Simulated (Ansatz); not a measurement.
The same path of Cl2H5NOSZr (11 atoms, charge 0, multiplicity 1) was run twice with different band settings. Lost on the way: S9–H11. Made: O2–H11.

All numbers below come from RKS PBE-D4/def2-SVP (Ansatz 0.2.0).

Relaxed end points:

```xyz
11
Properties=species:S:1:pos:R:3
Zr -0.089 -0.061 0.091
O -0.500 -0.036 1.992
H -0.995 0.550 2.587
Cl 2.192 0.585 -0.290
N -0.972 1.586 -0.689
H -1.917 1.626 -1.090
H -0.533 2.509 -0.794
Cl -1.419 -1.704 -1.046
S 1.382 -2.589 0.723
H 0.413 -3.195 1.464
H 2.042 -2.153 1.832
```

```xyz
11
Properties=species:S:1:pos:R:3
Zr 0.011 -0.507 -0.272
O -0.819 -0.155 1.979
H -1.565 -0.791 2.034
Cl 0.741 -0.793 -2.501
N -0.094 1.498 -0.188
H 0.204 2.142 -0.931
H -0.547 2.022 0.570
Cl -1.968 -1.901 -0.176
S 1.960 -1.260 1.096
H 1.760 -2.554 0.702
H -0.079 -0.584 2.468
```

Common settings: movable images 7; climbing image yes; spring 5.0 eV/Å²; optimiser quadratic models (default); force threshold 0.05 eV/Å; iteration limit 60; end points relaxed.

| run | start path |
| --- | --- |
| 1 | through a guess of the saddle point |
| 2 | straight line |

**Question.** What does each run give, and how far can it be trusted?

**Answer.** Run 1: converged after 31 iterations, highest image 0.478 eV above the first end. A vibrational analysis at the climbing image gives one clearly imaginary mode, 528i cm⁻¹: a first-order saddle point.
Run 2: converged after 59 iterations, highest image 0.335 eV above the first end. The profile has 2 maxima (images 4, 6) with wells between them (image 5): this band takes more than one step, which may be the mechanism or a detour left from its start path. A structure lower than the first end lies on the path between it and the top, so the climb from that side starts below the end, which may itself be a saddle point or a shallow side well. The order of the stationary point at the top wasn't checked.
The orbitals stay closed-shell, which can raise the energy where a bond breaks towards radicals; this wasn't checked here.
